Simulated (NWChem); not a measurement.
Species: HO$_{2}$, doublet; SMILES [O]O

All runs: NWChem. Pople sets run with spherical d functions. Spin-unrestricted. Medium grid unless said otherwise, to which SCAN and Minnesota functionals are sensitive. In the optimisation the excess spin sits in a" (Cs, its own frame). Structure relaxed at the PBE0/def2-SVP, spin-unrestricted level. No stability test was run on the SCF state. B3LYP is NWChem's, with the RPA form of VWN correlation. Total energies of different functionals are on different scales.

| level | energy (Ha) | highest occupied level (eV) | lowest empty minus highest occupied level, either spin (eV) | dipole (D) | <S²> |
|---|---|---|---|---|---|
| B3LYP/6-31G* | -150.8949 | -7.26 | 4.39 | 2.29 | 0.753 |
| PBE/6-31G* | -150.7469 | -5.47 | 1.49 | 2.30 | 0.751 |
| LDA (Slater exchange, VWN5)/6-31G* | -149.8172 | -5.47 | 1.06 | 2.42 | 0.751 |
| M06/6-31G* | -150.8233 | ___ | ___ | 2.32 | 0.753 |
| TPSS/6-31G* | -150.9154 | -5.80 | 2.01 | 2.29 | 0.752 |
| B3PW91/6-31G* | -150.8379 | -7.30 | 4.43 | 2.31 | 0.753 |
| MPW1K/6-31G* | -150.8354 | -9.22 | 7.86 | 2.28 | 0.754 |

Problem. Fill in the missing entries.

Solution. 
- M06/6-31G*, highest occupied level (eV): -7.53
- M06/6-31G*, lowest empty minus highest occupied level, either spin (eV): 4.75
